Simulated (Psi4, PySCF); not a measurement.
Psi4 was given this input:
```
memory 2 GB

molecule {
1 1
  O     0.96806077   -0.29274694   -0.01801030
  Si   -0.52671752    0.13783196    0.00849571
  H     1.90715119   -0.08140312   -0.00537859
  H    -0.91460201    1.53346203    0.09340103
  H    -1.36299003   -1.03973089   -0.06287995
}

set basis sto-3g
set scf_type pk
set puream true
set d_convergence 1e-8
set dft_radial_points 99
set dft_spherical_points 590

energy('b97m-v')
print_variables()
```

Problem. Give the equivalent PySCF input.

Solution. This is not unique; one that fits is 
```python
from pyscf import gto, scf, dft

mol = gto.M(
    atom='''
O     0.96806077   -0.29274694   -0.01801030
Si   -0.52671752    0.13783196    0.00849571
H     1.90715119   -0.08140312   -0.00537859
H    -0.91460201    1.53346203    0.09340103
H    -1.36299003   -1.03973089   -0.06287995
''',
    basis='sto-3g',
    charge=1,
    verbose=3,
)

mf = dft.RKS(mol)
mf.xc = 'b97m_v'
mf.grids.atom_grid = (99, 590)
mf.grids.prune = None
mf.kernel()
```

Both were run: Psi4 gave -361.821473 Eh and PySCF -361.821473 Eh, 0.000 mEh apart.
